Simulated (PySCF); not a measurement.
## Spinor energies of S²⁺ (sulfur, charge +2)

Start: [Ne] 3s2 3p2; 3p1/2 filled at m_j = -1/2, +1/2. Calculated with PySCF 2.14 in x2c-QZVPPall-2c (9s7p4d2f1g, 73 functions): generalised Hartree-Fock with the X2C-1e Hamiltonian and a Gaussian nucleus; one run each with spin-orbit coupling (SO) switched off, then screened by Boettger's factors.

```json
{"spinor shell": "1s1/2", "electrons": "2", "ε, spin-free (eV)": "-2537.9", "ε, screened SO (eV)": "-2537.9", "weight of nominal j (screened SO)": "1.000", "rms radius, screened SO (bohr)": "0.112"}
{"spinor shell": "2s1/2", "electrons": "2", "ε, spin-free (eV)": "-272.13", "ε, screened SO (eV)": "-272.11", "weight of nominal j (screened SO)": "1.000", "rms radius, screened SO (bohr)": "0.515"}
{"spinor shell": "2p1/2", "electrons": "2", "ε, spin-free (eV)": "-207.47", "ε, screened SO (eV)": "-208.89", "weight of nominal j (screened SO)": "0.839", "rms radius, screened SO (bohr)": "0.488"}
{"spinor shell": "3s1/2", "electrons": "2", "ε, spin-free (eV)": "-45.278", "ε, screened SO (eV)": "-45.273", "weight of nominal j (screened SO)": "0.999", "rms radius, screened SO (bohr)": "1.71"}
{"spinor shell": "3p1/2", "electrons": "2", "ε, spin-free (eV)": "-34.611", "ε, screened SO (eV)": "-34.628", "weight of nominal j (screened SO)": "0.520", "rms radius, screened SO (bohr)": "1.90"}
```

Where does 2p3/2 lie, and what is the 2p spin-orbit splitting (screened SO)?

At -206.75 eV, 2.138 eV above 2p1/2.

| quantity | spin-free | screened SO |
| --- | --- | --- |
| E (hartree) | -397.41970 | -397.42168 |
| M_J | 0 | 0 |
| ⟨J²⟩ | 2.012 | 1.882 |
| ⟨L²⟩ | 2.008 | 2.010 |
| ⟨S²⟩ | 2.003 | 2.001 |

The determinant has a definite M_J but mixes levels of different J.

Each row is a mean over spinors that exchange with the open shell spreads, by up to 6.614 eV (3s1/2).

Rows whose weight is well below 1 are mixtures of j = l ± 1/2: exchange outweighs spin-orbit coupling there, and the label is only the starting occupation.

Without spin-orbit coupling the j labels of p, d and f shells carry no meaning; the spin-free column gives the mean over the occupied spinors of each nl shell.
